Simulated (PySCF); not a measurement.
**The Ge–F bond energy of GeF₄**

Level of theory: PBE0/[Ge def2-SVP, F def2-SVP], no relativity, density fitting, PySCF.

Each entry is the lowest minimum that a search over a few typed start shapes (and spin states, where more than one is plausible) found, or that minimum re-optimised at the stated level; isomers with ligand–ligand bonds, or fragments after loss of a ligand pair, can lie lower.

Total energies (Eh), which compare only within these settings: F atom -99.54905.

```csv
species,2S+1,group,E (Eh),ZPE (kJ/mol)
GeF₃,2,C3v,-2375.55111,17.0
GeF₄,1,Td,-2475.29594,26.2
```

Problem. What are De and D0 for GeF₄ → GeF₃ + F?

Solution. De = [(-2375.55111) + (-99.54905) − (-2475.29594)] × 2625.5 = 514 kJ/mol. The zero-point energy changes by -9.2 kJ/mol, so D0 = 505 kJ/mol.

Atoms and open shells are unrestricted, without spin–orbit or basis-set superposition corrections.
